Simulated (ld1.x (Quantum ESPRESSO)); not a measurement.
## arsenic: excitation energies, all-electron against PAW

arsenic, PAW, made with ld1.x (Quantum ESPRESSO) 7.5 (revPBE, scalar-relativistic). Core [Ar], reference 3d10 4s2 4p1 (charge +2). Waves: 4s (bound): rcut 1.15, rcutus 1.40 bohr; 4s channel at -1.7 Ry: rcut 1.15, rcutus 1.40 bohr; 4p (bound): rcut 1.90, rcutus 2.20 bohr; 4p channel at -0.9 Ry: rcut 1.90, rcutus 2.20 bohr; 3d (bound): rcut 0.55, rcutus 0.65 bohr; 3d channel at -3.25 Ry: rcut 0.55, rcutus 0.65 bohr. Local part: all-electron potential smoothed inside 1.00 bohr (lloc = -2). Core correction: a·sin(br)/r model core inside 0.30 bohr. Augmentation charge: BESSEL, radius 0.60 bohr.

Energies are relative to the spin-unpolarised reference configuration 3d10 4s2 4p1; without spin polarisation the order of configurations can differ from experiment.

```json
{"valence configuration": "3d10 4s2 4p3", "charge": "0", "ΔE all-electron (eV)": "-26.961", "error AE − PS (meV)": "+53"}
{"valence configuration": "3d10 4s2 4p2", "charge": "+1", "ΔE all-electron (eV)": "-17.856", "error AE − PS (meV)": "+21"}
{"valence configuration": "3d10 4s1 4p0", "charge": "+4", "ΔE all-electron (eV)": "78.042", "error AE − PS (meV)": "+28"}
{"valence configuration": "3d9 4s2 4p3", "charge": "+1", "ΔE all-electron (eV)": "23.813", "error AE − PS (meV)": "+209"}
{"valence configuration": "3d10 4s1 4p3", "charge": "+1", "ΔE all-electron (eV)": "-7.771", "error AE − PS (meV)": "+103"}
{"valence configuration": "3d10 4s2 4p2.5", "charge": "+0.5", "ΔE all-electron (eV)": "-23.426", "error AE − PS (meV)": "+38"}
```

(1) What are ΔE and the potential's error for 3d10 4s2 4p0?

Levels in the configuration 3d10 4s2 4p3:

```tsv
level	all-electron (eV)	pseudo (eV)
3d	-40.591	-40.354
4s	-14.432	-14.385
4p	-5.154	-5.180
```

Note: ghost state, extra bound levels that the all-electron valence spectrum of the same l lacks: s at -90.5 eV. A true bound ghost makes a file unfit for plane-wave use.

Results:

(1) ΔE = 27.598 eV all-electron; the error (AE − PS) is +36 meV.
